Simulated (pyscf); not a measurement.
## HO–GeH₂–F, singlet

Gas-phase minimum from PySCF at ωB97X-D3(BJ)/def2-SVP, one conformer. 

SMILES: [F][GeH2][OH]
```xyz
6

O     -0.4166    -0.2809    -0.4068
Ge     1.1775    -0.0978     0.3228
F      1.0034    -0.3373     2.0403
H     -0.7894    -1.1659    -0.3199
H      2.1501    -1.1875    -0.1420
H      1.5958     1.3481     0.0829
```

Bonds (Å): O1–Ge2 1.763, O1–H4 0.964, Ge2–F3 1.743, Ge2–H5 1.533, Ge2–H6 1.524. Angles (°): Ge2–O1–H4 114.1, O1–Ge2–F3 107.7, O1–Ge2–H5 112.0, O1–Ge2–H6 106.4, F3–Ge2–H5 105.3, F3–Ge2–H6 108.2, H5–Ge2–H6 116.9.

Properties at ωB97X-D3(BJ)/def2-SVP:

```json
{
  "harmonic_wavenumbers_unscaled": "208, 287, 577, 687, 721, 753, 850, 873, 908, 2216, 2262, 3911 cm⁻¹",
  "zero_point_energy": "20.4 kcal/mol",
  "rotational_symmetry_number": "1",
  "Entropy of this conformer at 298 K and 1 atm, rigid rotor and harmonic oscillator, modes under 100 cm⁻¹ raised to 100": "290.2 J/(mol K)",
  "dipole_moment": "1.89 D"
}
```

Single-point totals, which compare only within one level (frozen core for MP2 and CC):

```csv
level,total energy (hartree)
ωB97X-D3(BJ)/def2-TZVP,-2253.98554
PBE/def2-TZVP,-2253.51664
r²SCAN/def2-TZVP,-2253.92456
B3LYP-D3(BJ)/def2-TZVP,-2254.06579
PBE0-D3(BJ)/def2-TZVP,-2253.57324
M06-2X/def2-TZVP,-2253.95541
ωB97M-D3(BJ)/def2-TZVP,-2254.06219
HF/def2-TZVPP,-2251.56006
MP2/def2-TZVPP,-2252.31229
CCSD/def2-TZVPP,-2252.31939
CCSD(T)/def2-TZVPP,-2252.34377
```

The CCSD(T) − MP2 part came from Ansatz, without density fitting, on the same reference. The frozen core leaves the outer d or s,p core shells of the metals and heavy elements correlated in the MP2 and CC values, and def2-TZVPP describes them poorly, so these totals are far from the basis limit. Elements up to Kr have no core potential and no relativistic terms here.
